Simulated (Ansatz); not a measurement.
`[NH2][AlH][SiH2][TeH]` and `[NH2][AlH][SiH2]O` differ in one atom or group.

Ansatz, PBE0-D4/def2-TZVP geometries, multiplicity 1. Each molecule was computed in one conformer, which needn't be the lowest.

Elements past krypton have def2 core potentials.

```csv
property,`[NH2][AlH][SiH2][TeH]`
size of the dipole moment (ωB97M-V/def2-TZVPP) / D,2.14
HOMO–LUMO gap (PBE0/def2-TZVPP) / eV,5.01
LUMO energy (PBE/def2-TZVPP) / eV,-2.00
HOMO energy (ωB97M-V/def2-TZVPP) / eV,-8.31
LUMO energy (PBE0/def2-TZVPP) / eV,-1.30
HOMO energy (PBE/def2-TZVPP) / eV,-5.32
```

Task: Give the same properties after the change, and the shifts. (An estimate is asked.)

Result: Ansatz gave: 
```tsv
property	`[NH2][AlH][SiH2]O`	shift
size of the dipole moment (ωB97M-V/def2-TZVPP) / D	2.13	-0.01
HOMO–LUMO gap (PBE0/def2-TZVPP) / eV	5.87	0.86
LUMO energy (PBE/def2-TZVPP) / eV	-1.93	0.07
HOMO energy (ωB97M-V/def2-TZVPP) / eV	-9.10	-0.79
LUMO energy (PBE0/def2-TZVPP) / eV	-1.20	0.10
HOMO energy (PBE/def2-TZVPP) / eV	-5.90	-0.58
```

With PBE0 the HOMO falls by 0.76 eV and the LUMO rises by 0.10 eV, so the gap widens by about 0.86 eV. PBE moves the HOMO by -0.58 eV and ωB97M-V by -0.79 eV. Dipoles are sizes alone; their direction can turn.

Spin–orbit coupling is left out; it splits and shifts lone-pair levels of the heavy atoms by tenths of an eV.
